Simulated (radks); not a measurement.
Results of a calculation; reference values are marked as such.
Q: Co XI, configuration [Ne] 3s2 3p5 (the NIST ground configuration). Code: a radial shooting solver on a logarithmic mesh with Libxc functionals. Model: scalar-relativistic Kohn-Sham, exchange-only LDA, spin-polarised, spherical densities, point nucleus; open shells are filled with parallel spins first. Some entries of the table are withheld. Estimate them.

| orbital | occ. | eigenvalue (eV) | <r> (bohr) | <r^2> (bohr^2) |
|---|---|---|---|---|
| 1s up | 1 | -7838.585 | 0.05630 | 0.004262 |
| 1s down | 1 | -7837.799 | 0.05629 | 0.004262 |
| 2s up | 1 | -1161.441 | (1) | 0.07678 |
| 2s down | 1 | -1160.672 | (2) | 0.07671 |
| 2p up | 3 | -1034.248 | 0.2244 | 0.06176 |
| 2p down | 3 | -1033.311 | 0.2244 | 0.06171 |
| 3s up | 1 | -329.1726 | 0.6966 | 0.5529 |
| 3s down | 1 | -326.6067 | 0.6976 | 0.5547 |
| 3p up | 3 | -290.9321 | 0.6998 | 0.5655 |
| 3p down | 2 | -288.3904 | 0.7011 | 0.5679 |

A: 
(1) 2s up <r> (bohr): 0.2552
(2) 2s down <r> (bohr): 0.2551
